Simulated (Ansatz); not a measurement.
Basis-set series for C2H3BCl2O2 (`CC(=O)OB(Cl)Cl`). Total charge 0; spin multiplicity 1. All single points use the PBE0-D4/def2-TZVP geometry. It is one conformer, not always the lowest.

```xyz
10

C    -1.169   -0.147    1.186
C    -0.653   -0.045   -0.208
O    -1.261    0.271   -1.178
O     0.671   -0.431   -0.269
B     1.639    0.085   -1.065
Cl    3.078   -0.879   -1.289
Cl    1.539    1.673   -1.777
H    -1.003   -1.158    1.563
H    -2.228    0.097    1.205
H    -0.612    0.535    1.832
```

| functional | basis | functions | energy (Eh) | HOMO (eV) | LUMO (eV) |
| --- | --- | --- | --- | --- | --- |
| PBE0-D4 | def2-TZVPP | 281 | -1173.41253 | -8.67 | -1.18 |
| PBE0-D4 | def2-QZVPP | 515 | -1173.45285 | -8.70 | -1.24 |
| ωB97M-V | def2-TZVPP | 281 | -1173.87137 | -11.08 | 1.03 |
| ωB97M-V | def2-QZVPP | 515 | -1173.90946 | -11.11 | 0.93 |

Problem. Give the rows for def2-SVP. (Best estimate.)

Solution. Ansatz gave: 
```json
{"functional": "PBE0-D4", "basis": "def2-SVP", "functions": "121", "energy (Eh)": "-1172.81259", "HOMO (eV)": "-8.57", "LUMO (eV)": "-0.95"}
{"functional": "ωB97M-V", "basis": "def2-SVP", "functions": "121", "energy (Eh)": "-1173.26723", "HOMO (eV)": "-10.95", "LUMO (eV)": "1.32"}
```

Positive LUMOs are unbound and depend on the basis.
